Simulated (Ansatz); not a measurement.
A nudged elastic band was laid between two geometries of CH₃NOSSi (8 atoms, charge 0, multiplicity 1).

These are results of UKS BLYP-D4/STO-3G (Ansatz 0.2.0), not measurements.

* movable images: 5
* climbing image: yes
* spring: 5.0 eV/Å²
* optimiser: quadratic models (default)
* start path: through a guess of the saddle point
* force threshold: 0.05 eV/Å
* iteration limit: 60
* end points: relaxed

Initial state:

```xyz
8
Properties=species:S:1:pos:R:3
S -0.625 2.250 0.983
C -0.175 0.659 0.290
N -0.492 0.155 -0.950
Si 0.489 -1.318 -0.341
O 0.624 -0.235 1.112
H -1.309 2.608 -0.158
H 1.789 -1.608 -0.945
H -0.209 -2.568 -0.045
```

Final state:

```xyz
8
Properties=species:S:1:pos:R:3
S -0.663 2.040 0.751
C 0.077 0.440 0.359
N -0.361 -0.565 -0.493
Si 0.945 -1.769 0.253
O 1.220 -0.004 0.960
H -1.675 1.864 -0.168
H 1.912 -1.512 -0.872
H -1.363 -0.551 -0.846
```

Problem. Which bonds break or form, and what moves?

Solution. Bonds broken: Si4–H8. Bonds formed: N3–H8.

Problem. Give the energies along the band, and the barrier.

Solution. The run converged. The highest image is number 3 of 0 to 6, 2.55 eV above the first end and 2.34 eV above the last; the last end lies 0.21 eV above the first. Neighbouring images differ by up to 1.5 eV, so the band resolves the path poorly. A vibrational analysis at the climbing image gives one clearly imaginary mode, 1290i cm⁻¹: a first-order saddle point. The orbitals were unrestricted but ended closed-shell. Limits of this set-up: minimal basis.

| image | path coordinate (Å) | energy (eV) | Si4–H8 (Å) | N3–H8 (Å) |
| --- | --- | --- | --- | --- |
| 0 | 0.00 | 0.00 | 1.46 | 2.88 |
| 1 | 0.66 | 0.08 | 1.46 | 2.73 |
| 2 | 1.32 | 1.02 | 1.46 | 2.18 |
| 3 | 1.98 | 2.55 | 1.60 | 1.49 |
| 4 | 2.51 | 1.43 | 2.05 | 1.12 |
| 5 | 3.03 | 0.43 | 2.54 | 1.07 |
| 6 | 3.56 | 0.21 | 2.83 | 1.06 |

Problem. What is the geometry of the highest image?

Solution. 
```xyz
8
Properties=species:S:1:pos:R:3
S -0.687 2.094 0.925
C -0.008 0.558 0.279
N -0.332 -0.113 -0.917
Si 0.684 -1.574 -0.073
O 0.943 -0.145 1.045
H -1.560 2.205 -0.135
H 1.937 -1.714 -0.853
H -0.884 -1.368 -0.326
```

Time of the run: 2.5 min on 1 thread of Arm Neoverse V1 (shared host), peak memory 0.12 GiB.
